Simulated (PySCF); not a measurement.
A structure optimised at ωB97X-D3(BJ)/def2-TZVPD, used in a PySCF frequency run:

```xyz
5

Ge     0.0000     0.0000     0.0000
H      0.8845    -0.8845    -0.8845
H     -0.8845    -0.8845     0.8845
H     -0.8845     0.8845    -0.8845
H      0.8845     0.8845     0.8845
```
Charge 0, spin multiplicity 1.

Q: Write its SMILES, formula and point group.

A: [GeH4], GeH4, Td

Q: What are its rotational constants (standard atomic weights)?

A: 80.112, 80.112, 80.112 GHz
